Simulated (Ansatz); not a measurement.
Ansatz (a first-principles code) input (B3LYP-D3(BJ)/def2-TZVP):

Ansatz 0.2 input:
```yaml
crystal:
  periodic: [false, false, false]
  atoms:
    - {symbol: Bi, position_ang: [0.04526340, -0.03284952, 0.95363610]}
    - {symbol: I, position_ang: [1.09068113, 1.82953112, -0.73803030]}
    - {symbol: I, position_ang: [-1.16156533, -1.77808754, -0.75539981]}
basis:
  gaussian:
    orbitals: def2-TZVP
hamiltonian:
  xc: b3lyp
  dispersion: d3bj
total_charge: 1
phonons: {temperatures: {t_min: 298.15, t_max: 298.15, t_step: 100}}
```

Output:

```
Functional definition: B3LYP
integrals: 0.08 GiB planned
1227 factors; their error is unknown
mean field: 0.72 GiB planned
mean field evaluation 1: about -22041.1713 eV, gradient 3.0e1 eV
mean field evaluation 2: about -22025.0801 eV, gradient 7.6e1 eV
mean field evaluation 4: about -22044.1655 eV, gradient 4.5e0 eV
mean field evaluation 8: about -22044.7223 eV, gradient 8.3e-1 eV
mean field evaluation 16: about -22044.7227 eV, gradient 8.8e-5 eV
mean field -22044.72270424 eV, -810.1286169313 hartree, gradient 3.1e-6 eV, S^2 0.000000; 0 other end points of the search recorded, 0 dependent functions left out
the calculation of the forces begins
reference -22044.72292161 eV, -810.1286249193 hartree; 36, 36 occupied and 114, 114 virtual orbitals, 1227 factors
these checks for a lower state are left out or cut short: stability, starts, cluster_reference, orbital_swaps, neighbouring_geometries, increment
integrals: 0.08 GiB planned
1227 factors; their error is unknown
mean field: 0.72 GiB planned
mean field -22044.72269055 eV, -810.1286164278 hartree, gradient 1.7e-6 eV, S^2 0.000000; 0 other end points of the search recorded, 0 dependent functions left out
the calculation of the forces begins
reference -22044.72290792 eV, -810.1286244163 hartree; 36, 36 occupied and 114, 114 virtual orbitals, 1227 factors
these checks for a lower state are left out or cut short: stability, starts, cluster_reference, orbital_swaps, neighbouring_geometries, increment
integrals: 0.08 GiB planned
1227 factors; their error is unknown
mean field: 0.72 GiB planned
mean field evaluation 32: about -22044.7227 eV, gradient 1.7e-3 eV
mean field -22044.72267173 eV, -810.1286157365 hartree, gradient 1.7e-6 eV, S^2 0.000000; 0 other end points of the search recorded, 0 dependent functions left out
the calculation of the forces begins
reference -22044.72288908 eV, -810.1286237240 hartree; 36, 36 occupied and 114, 114 virtual orbitals, 1227 factors
these checks for a lower state are left out or cut short: stability, starts, cluster_reference, orbital_swaps, neighbouring_geometries, increment
integrals: 0.08 GiB planned
1227 factors; their error is unknown
mean field: 0.72 GiB planned
mean field -22044.72281763 eV, -810.1286210981 hartree, gradient 1.7e-6 eV, S^2 0.000000; 0 other end points of the search recorded, 0 dependent functions left out
the calculation of the forces begins
reference -22044.72303502 eV, -810.1286290870 hartree; 36, 36 occupied and 114, 114 virtual orbitals, 1227 factors
these checks for a lower state are left out or cut short: stability, starts, cluster_reference, orbital_swaps, neighbouring_geometries, increment
integrals: 0.08 GiB planned
1227 factors; their error is unknown
mean field: 0.72 GiB planned
mean field -22044.72254760 eV, -810.1286111746 hartree, gradient 1.7e-6 eV, S^2 0.000000; 0 other end points of the search recorded, 0 dependent functions left out
the calculation of the forces begins
reference -22044.72276494 eV, -810.1286191617 hartree; 36, 36 occupied and 114, 114 virtual orbitals, 1227 factors
these checks for a lower state are left out or cut short: stability, starts, cluster_reference, orbital_swaps, neighbouring_geometries, increment
integrals: 0.08 GiB planned
1227 factors; their error is unknown
mean field: 0.72 GiB planned
mean field -22044.72269204 eV, -810.1286164826 hartree, gradient 1.7e-6 eV, S^2 0.000000; 0 other end points of the search recorded, 0 dependent functions left out
the calculation of the forces begins
reference -22044.72290939 eV, -810.1286244703 hartree; 36, 36 occupied and 114, 114 virtual orbitals, 1227 factors
these checks for a lower state are left out or cut short: stability, starts, cluster_reference, orbital_swaps, neighbouring_geometries, increment
integrals: 0.08 GiB planned
1227 factors; their error is unknown
mean field: 0.72 GiB planned
mean field evaluation 64: about -22044.7227 eV, gradient 1.7e-3 eV
mean field -22044.72270271 eV, -810.1286168750 hartree, gradient 1.7e-6 eV, S^2 0.000000; 0 other end points of the search recorded, 0 dependent functions left out
the calculation of the forces begins
reference -22044.72292009 eV, -810.1286248633 hartree; 36, 36 occupied and 114, 114 virtual orbitals, 1227 factors
Total energy: -22045.01428511 eV, -810.1393323303 hartree
Atom 0 at     0.045263    -0.032850     0.953636 Å, force    -0.000077     0.000056    -0.001631 eV/Å
Atom 1 at     1.090681     1.829531    -0.738030 Å, force    -0.000647    -0.001127     0.000810 eV/Å
Atom 2 at    -1.161565    -1.778088    -0.755400 Å, force     0.000725     0.001071     0.000821 eV/Å
Dipole moment:     0.021164    -0.015360     0.445898 e Å
Vibrations: 59.22 192.48 192.50 cm⁻¹, zero-point energy 0.027537 eV
```
